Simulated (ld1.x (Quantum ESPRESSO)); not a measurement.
## arsenic PAW: all-electron and pseudo phase curves

As, PAW, made with ld1.x (Quantum ESPRESSO) 7.5 (PBE, scalar-relativistic). Core [Ar] 3d10, reference 4s2 4p3. Waves: 4s (bound): rcut 1.20, rcutus 1.50 bohr; 4s channel at 2.25 Ry: rcut 1.20, rcutus 1.50 bohr; 4p (bound): rcut 1.85, rcutus 2.25 bohr; 4p channel at 0.05 Ry: rcut 1.85, rcutus 2.25 bohr; 4d channel at 0.35 Ry: rcut 1.95, rcutus 2.35 bohr; 4d channel at 1.1 Ry: rcut 1.95, rcutus 2.35 bohr. Local part: all-electron potential smoothed inside 1.45 bohr (lloc = -1). Core correction: Bessel-smoothed model core, default radius (core density twice the valence density). Augmentation charge: PSQ, inside the norm-conserving radii.

The phase is arctan(r·u′/u) with u = r·R(r), unwrapped; energies in Ry, scanned from -3 to 5 Ry. A pole is an energy at which the radial function vanishes at the test radius. The pseudo phase is shifted by a multiple of π to meet the all-electron one at the reference energy, and phase errors are pseudo minus all-electron; the curves can meet again beyond the range given. Levels narrower than the energy grid can be missing from the lists of poles.

Question: For each channel, where are the poles, and over which energies does the pseudopotential scatter like the atom?

Answer:

```
channel  radius (bohr)  reference energy (Ry)  poles, all-electron  poles, pseudo  unbroken range about the reference energy with phases within 0.05 rad  phase error 1 Ry above the reference energy (rad)
      s           2.55                  -1.07                -0.25          -0.25                                                        the whole range                                             -0.000
      p           2.55                  -0.38                 0.95           0.95                                                              below 3.5                                             -0.000
      d           2.55                   0.35          -2.98, 3.04           2.97                                                            -2.9 to 3.9                                             -0.000
```

Phases in the d channel:

| E (Ry) | all-electron | pseudo |
| --- | --- | --- |
| -3.00 | 0.409 | -1.790 |
| -2.52 | -1.801 | -1.809 |
| -2.04 | -1.829 | -1.833 |
| -1.56 | -1.863 | -1.865 |
| -1.08 | -1.909 | -1.910 |
| -0.60 | -1.982 | -1.982 |
| -0.12 | -2.112 | -2.112 |
| 0.36 | -2.409 | -2.409 |
| 0.84 | -3.218 | -3.218 |
| 1.32 | -4.104 | -4.104 |
| 1.80 | -4.441 | -4.442 |
| 2.28 | -4.589 | -4.592 |
| 2.76 | -4.675 | -4.681 |
| 3.24 | -4.736 | -4.750 |
| 3.72 | -4.789 | -4.822 |
| 4.20 | -4.843 | -4.931 |
| 4.68 | -4.907 | -5.269 |
